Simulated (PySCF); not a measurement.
Identify the unknown among the candidates.

All candidates are C5H5O3 (doublet state).

* EPR couplings: largest isotropic hyperfine couplings (means over sets of like nuclei): 1H +132.8 (×2), 13C +51.8, 13C -30.8, 13C -29.8, 17O -18.0 MHz [unrestricted B3LYP/IGLO-III on C O, pcH-1 on H]
* Rotational structure: rotational constants A, B, C: 4.929, 1.608, 1.221 GHz [PBE0-D3(BJ)/def2-SVP]
* Dipole: 2.44 D [PBE0-D3(BJ)/def2-SVP]
* EPR g: 2.00382 [unrestricted B3LYP/IGLO-III on C O, pcH-1 on H, mean-field spin–orbit]

The electronic properties come from PySCF, for the isolated species, density fitting. Levels stand in brackets. Isolated species at its PBE0-D3(BJ)/def2-SVP geometry (one conformer only).

Problem. Which candidate is it?
A. `O=C(O)[C@H]1[CH]OC=C1` [doublet state]
B. `O=C(O)[C@@H]1[CH]C=CO1` [doublet state]
C. `O=C(O)[C]1CC=CO1` [doublet state]

Solution. C. It is `O=C(O)[C]1CC=CO1` [doublet state]. Numbering: `[O:1]=[C:2]([OH:3])[C:4]1[CH2:5][CH:6]=[CH:7][O:8]1`. The optimised geometry has point group Cs and is an asymmetric top. The largest Mulliken spin population (0.67) sits on a carbon bonded to 2 C and O [C4]. The couplings belong to: 1H +132.8 MHz, hydrogen on C5; 13C +51.8 MHz, carbon bonded to 2 C and O [C4]; 13C -30.8 MHz, carbon bonded to 2 C and 2 H [C5]; 13C -29.8 MHz, carbon bonded to C and 2 O [C2]; 17O -18.0 MHz, oxygen bonded to 2 C [O8].

The others, at the same levels:
- `O=C(O)[C@H]1[CH]OC=C1` [doublet state] fails: its computed isotropic g value is 2.00304 (against 2.00382), rotational constant A is 4.615 GHz (against 4.929 GHz) and smallest rotational constant is 1.431 GHz (against 1.221 GHz).
- `O=C(O)[C@@H]1[CH]C=CO1` [doublet state] fails: its computed isotropic g value is 2.00319 (against 2.00382), rotational constant A is 4.511 GHz (against 4.929 GHz) and smallest rotational constant is 1.475 GHz (against 1.221 GHz).

Each candidate is one conformer, not necessarily the lowest. The conformers computed, where there is a choice (atom-mapped SMILES and torsion angles):
- `[O:1]=[C:2]([OH:3])[C:4]1[CH2:5][CH:6]=[CH:7][O:8]1`: O1–C2–C4–C5 -1°, H–O3–C2–O1 0°
- `[O:1]=[C:2]([OH:3])[C@H:4]1[CH:5][O:6][CH:7]=[CH:8]1`: O1–C2–C4–C5 91°, H–O3–C2–O1 -1°
- `[O:1]=[C:2]([OH:3])[C@@H:4]1[CH:5][CH:6]=[CH:7][O:8]1`: O1–C2–C4–C5 -84°, H–O3–C2–O1 0°
